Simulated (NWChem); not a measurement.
C$_{4}$H$_{5}$Cl; SMILES CC=C=CCl

Program: NWChem. Coordinates come from a PBE-D3(BJ)/def2-SVP optimisation. B3LYP is NWChem's, with the RPA form of VWN correlation. Level: B3LYP/def2-SVP with COSMO at NWChem's default radii, gas-phase geometry; rows give the dielectric constant.

```json
[
 {"dielectric constant": "1.5", "electrostatic solvation energy (kcal/mol)": "-0.8", "dipole in solution (D)": "2.22"},
 {"dielectric constant": "2.4", "electrostatic solvation energy (kcal/mol)": "-1.4", "dipole in solution (D)": "2.40"},
 {"dielectric constant": "4.8", "electrostatic solvation energy (kcal/mol)": "-2.0", "dipole in solution (D)": "2.57"},
 {"dielectric constant": "11.7", "electrostatic solvation energy (kcal/mol)": "-2.3", "dipole in solution (D)": "2.68"},
 {"dielectric constant": "78.4", "electrostatic solvation energy (kcal/mol)": "-2.5", "dipole in solution (D)": "2.75"}
]
```
